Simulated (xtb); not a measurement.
Harmonic IR lines of one isomer of CH4BN, unscaled. These are GFN2-xTB (xtb) values and carry that method's errors.

```json
[
 {"wavenumber (cm⁻¹)": "501", "relative intensity": "13"},
 {"wavenumber (cm⁻¹)": "795", "relative intensity": "100"},
 {"wavenumber (cm⁻¹)": "904", "relative intensity": "23"},
 {"wavenumber (cm⁻¹)": "1092", "relative intensity": "37"},
 {"wavenumber (cm⁻¹)": "1144", "relative intensity": "11"},
 {"wavenumber (cm⁻¹)": "1157", "relative intensity": "82"},
 {"wavenumber (cm⁻¹)": "1363", "relative intensity": "17"},
 {"wavenumber (cm⁻¹)": "1687", "relative intensity": "47"},
 {"wavenumber (cm⁻¹)": "2647", "relative intensity": "42"},
 {"wavenumber (cm⁻¹)": "2689", "relative intensity": "73"},
 {"wavenumber (cm⁻¹)": "2885", "relative intensity": "42"},
 {"wavenumber (cm⁻¹)": "3278", "relative intensity": "21"}
]
```

Task: Name which structure gives these lines.
A. `CB=N`
B. `[H]/N=C\B`
C. `BN=C`
D. `B=NC`

Result: B, `[H]/N=C\B`
